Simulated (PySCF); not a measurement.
CdFI, SMILES [F][Cd][I].

Geometry: r2SCAN-D4/def2-TZVP. The def2 effective core potentials stand for the cores of Cd, I; spin–orbit coupling is left out.

Calculation: r2SCAN-D4/def2-TZVP run with PySCF.

Frequencies are harmonic and unscaled.

Modes within 1.5 cm⁻¹ of each other (mostly degenerate sets) share a row, with their intensities summed.

| mode | ν (cm⁻¹) | IR (km/mol) | Raman (Å⁴/amu) | depolarisation | moving atoms (share of kinetic energy) |
|---|---|---|---|---|---|
| 1–2 | 96 | 29.5 | 0.0 | – | F 62 %, Cd 32 % |
| 3 | 211 | 3.1 | 8.6 | 0.21 | I 51 %, Cd 39 %, F 10 % |
| 4 | 585 | 88.5 | 12.6 | 0.31 | F 83 %, Cd 17 % |
